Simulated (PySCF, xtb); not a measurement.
Al(F)(Br)(Me) (CH3AlBrF), SMILES [Br][Al]([CH3])[F].

GFN2-xTB (xtb) at its own geometry gives an orbital gap of 4.39 eV and a dipole moment of 4.45 D.

Geometry: B3LYP-D3(BJ)/def2-SVP. The structure was generated by enumeration; whether it is a known compound was not checked.

Question: What does PySCF with r2SCAN/def2-TZVP give? (Estimate from the structure and the level; the computed values follow.)

Answer: gap 6.47 eV (levels -7.65 and -1.18 eV), dipole 2.14 D.
